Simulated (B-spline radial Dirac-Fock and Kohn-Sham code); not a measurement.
# Dipole and non-dipole photoemission parameters of Pm²⁺ 4d3/2

System: promethium as Pm²⁺ in the configuration 1s2 2s2 2p6 3s2 3p6 3d10 4s2 4p6 4d10 4f5 5s2 5p6; threshold 148.6 eV (orbital energy of the model). Method: Dirac-Hartree-Slater photoionisation with a Latter tail; cross sections with all multipoles, angular parameters from the dipole term and its interference with E2. Computed with a radial B-spline solver.

Input file task.json (cfg lists n, l and occupation; rrms is the nuclear radius in fm):

```json
{"items": [{
  "Z": 61,
  "q": 2,
  "cfg": [[1, 0, 2], [2, 0, 2], [2, 1, 6], [3, 0, 2], [3, 1, 6], [3, 2, 10], [4, 0, 2], [4, 1, 6], [4, 2, 10], [4, 3, 5], [5, 0, 2], [5, 1, 6]],
  "A": 145,
  "rrms": 4.962,
  "do": "xps",
  "hv": [50.4, 75.3, 80, 90.7, 106.0, 118.0, 156.0, 291.0, 306.0, 329.0, 339.0, 400, 567.0, 577.0, 600, 1000, 1090.0, 1300.0, 1420.0, 1730.0, 2984.4, 3830.0, 5414.7, 6210.0, 6600.0, 9251.7, 9780.0, 10200.0, 11000.0, 12000]
}]}
```

Command: `python xray2_run.py task.json out`

| hν (eV) | σ (kb) | β | γ | δ |
| --- | --- | --- | --- | --- |
| 291 | 284 | -0.380 | 0.013 | 0.103 |
| 306 | 300 | -0.226 | 0.060 | 0.087 |
| 329 | 317 | -0.025 | 0.106 | 0.067 |
| 339 | 322 | 0.051 | 0.118 | 0.060 |
| 400 | 330 | 0.405 | 0.136 | 0.029 |
| 567 | 260 | 0.883 | 0.046 | 0.002 |
| 577 | 255 | 0.901 | 0.041 | 0.002 |
| 600 | 244 | 0.938 | 0.029 | 0.001 |
| 1000 | 110 | 1.255 | -0.034 | 0.010 |
| 1090 | 93.1 | 1.285 | -0.024 | 0.014 |
| 1300 | 64.7 | 1.330 | 0.017 | 0.020 |
| 1420 | ? | ? | ? | ? |
| 1730 | 33.7 | 1.362 | 0.138 | 0.033 |
| 2984.4 | 8.17 | 1.317 | 0.513 | 0.063 |
| 3830 | 4.00 | 1.260 | 0.727 | 0.083 |
| 5414.7 | 1.39 | 1.155 | 1.043 | 0.123 |
| 6210 | 0.896 | 1.108 | 1.171 | 0.143 |
| 6600 | 0.735 | 1.085 | 1.228 | 0.153 |
| 9251.7 | 0.236 | 0.956 | 1.541 | 0.220 |
| 9780 | 0.195 | 0.934 | 1.590 | 0.233 |
| 10200 | 0.168 | 0.917 | 1.627 | 0.244 |
| 11000 | 0.129 | 0.886 | 1.691 | 0.264 |
| 12000 | 0.0945 | 0.850 | 1.762 | 0.288 |

**Question.** Give the values at 1420 eV.

**Answer.** σ = 53.3 kb, β = 1.345, γ = 0.048, δ = 0.024.
